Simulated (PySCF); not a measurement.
B (boron, neutral) across methods

[He] 2s1 2p1 3d1, one real determinant (an excited configuration). Computed with PySCF 2.14 in aug-cc-pVQZ, with no relativity, point nucleus.

| method | E (hartree) | mean ε 2s α (eV) | mean ε 2p α (eV) | mean ε 3d α (eV) | Σ⟨r²⟩ (bohr²) | ⟨S²⟩ |
| --- | --- | --- | --- | --- | --- | --- |
| PBE0 | -24.2083 | -17.149 | -11.334 | -0.288 | 44.44 | 3.750 |
| UHF | -24.15130 | -21.689 | -15.621 | -0.793 | 44.68 | 3.750 |
| CAM-B3LYP | -24.2109 | -18.507 | -12.692 | -0.613 | 44.31 | 3.750 |
| PBE | -24.2037 | -15.514 | -9.818 | -0.048 | 44.41 | 3.750 |
| wB97X-V | -24.2220 | -19.641 | -13.733 | -0.998 | 44.20 | 3.750 |
| B3LYP | -24.2455 | -16.693 | -10.985 | -0.209 | 44.55 | 3.750 |
| LDA | -23.9403 | -15.406 | -9.633 | 0.102 | 43.79 | 3.750 |
| M06 | -24.2320 | -16.811 | -11.006 | -0.183 | 44.25 | 3.750 |

Problem. Estimate the same row for r2SCAN.

Solution. E (hartree) = -24.2307; mean ε 2s α (eV) = -15.967; mean ε 2p α (eV) = -10.241; mean ε 3d α (eV) = 0.083; Σ⟨r²⟩ (bohr²) = 44.55; ⟨S²⟩ = 3.750.

⟨L²⟩ = 8.00 against 12 for a pure F term, so this real determinant mixes terms. The outer electron is Rydberg-like, and this basis confines it to a smaller radius and binds it less than a complete one would.

The highest occupied level is positive at r2SCAN, LDA: only the finite basis holds that electron, which in a density functional comes from self-interaction.
